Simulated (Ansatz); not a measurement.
H4GeO4, charge +1, doublet, at a GFN2-xTB geometry (a state made from the parent by changing its charge; the spin is typed, not shown lowest); HF/6-31G (Ansatz, a first-principles code).

Input for Ansatz:
Ansatz 0.2 input:
```yaml
crystal:
  periodic: [false, false, false]
  atoms:
    - {symbol: O, position_ang: [0.34695276, 1.42081914, -0.88142621]}
    - {symbol: Ge, position_ang: [0.00000000, -0.00000000, 0.00000000]}
    - {symbol: O, position_ang: [-1.09352922, 0.42616389, 1.24040058]}
    - {symbol: O, position_ang: [-0.68291413, -1.18704843, -1.02007830]}
    - {symbol: O, position_ang: [1.42949059, -0.65993459, 0.66110393]}
    - {symbol: H, position_ang: [-0.19639553, 1.79994032, -1.58416159]}
    - {symbol: H, position_ang: [-0.86123764, 0.81657735, 2.09270052]}
    - {symbol: H, position_ang: [-1.23581388, -1.92735190, -0.73892018]}
    - {symbol: H, position_ang: [2.29344704, -0.68916578, 0.23038125]}
basis:
  gaussian:
    orbitals: 6-31G
hamiltonian:
  xc: hf
total_charge: 1
magnetization: {spin_polarized: true, initial_magnetization: 1}
```

Output, abridged:

```
Functional definition: HF
690 factors; integrals over basis functions are off by at most 2.7e-4 eV
mean field evaluation 1: about -64656.8661 eV, gradient 4.3e1 eV
mean field evaluation 2: about -64656.8729 eV, gradient 4.3e1 eV
mean field evaluation 4: about -64663.5283 eV, gradient 2.3e0 eV
mean field evaluation 8: about -64663.5999 eV, gradient 4.3e-1 eV
mean field evaluation 16: about -64663.6141 eV, gradient 4.1e-2 eV
mean field evaluation 32: about -64656.8661 eV, gradient 4.3e1 eV
mean field evaluation 64: about -64664.8546 eV, gradient 6.1e-1 eV
mean field evaluation 96: about -64663.4641 eV, gradient 1.6e0 eV
mean field evaluation 128: about -64663.5715 eV, gradient 1.2e0 eV
mean field evaluation 160: about -64664.6295 eV, gradient 6.3e-3 eV
mean field -64665.08907556 eV, -2376.3981919553 hartree, gradient 2.1e-5 eV, S^2 0.756259; 4 other end points of the search recorded, 0 dependent functions left out
reference -64665.08907556 eV, -2376.3981919553 hartree; 34, 33 occupied and 39, 40 virtual orbitals, 690 factors
Total energy: -64665.08907556 eV, -2376.3981919553 hartree
```
